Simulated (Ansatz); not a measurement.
H2S2, triplet, geometry from GFN2-xTB of the parent state (a higher spin typed on purpose: for a closed-shell molecule this is an excited state); HF/cc-pVTZ (Ansatz, an electronic-structure program).

Input for Ansatz:
Ansatz 0.2 input:
```yaml
crystal:
  periodic: [false, false, false]
  atoms:
    - {symbol: S, position_ang: [-0.89880885, 0.02604772, 0.48959929]}
    - {symbol: S, position_ang: [0.89707958, 0.07839641, -0.48718121]}
    - {symbol: H, position_ang: [-1.52188329, -0.85435140, -0.30564322]}
    - {symbol: H, position_ang: [1.54955162, -0.81675470, 0.26695388]}
basis:
  gaussian:
    orbitals: cc-pVTZ
hamiltonian:
  xc: hf
magnetization: {spin_polarized: false, initial_magnetization: 2}
```

What the program printed (banner, timings and long lists left out):

```
Functional definition: HF
838 factors; their error is unknown
mean field evaluation 1: about -21661.6807 eV, gradient 1.1e1 eV
mean field evaluation 2: about -21662.2535 eV, gradient 3.3e0 eV
mean field evaluation 4: about -21662.3266 eV, gradient 3.6e-1 eV
mean field evaluation 8: about -21662.5118 eV, gradient 2.7e-1 eV
mean field evaluation 16: about -21662.5119 eV, gradient 4.8e-5 eV
mean field evaluation 32: about -21662.5118 eV, gradient 2.7e-1 eV
mean field evaluation 64: about -21662.4088 eV, gradient 1.8e0 eV
mean field evaluation 96: about -21662.4126 eV, gradient 5.1e-2 eV
mean field -21662.87992560 eV, -796.0961536385 hartree, gradient 1.6e-5 eV, S^2 2.000000; 4 other end points of the search recorded, 0 dependent functions left out
reference -21662.87992560 eV, -796.0961536385 hartree; 18, 16 occupied and 78, 80 virtual orbitals, 838 factors
Total energy: -21662.87992560 eV, -796.0961536385 hartree
```
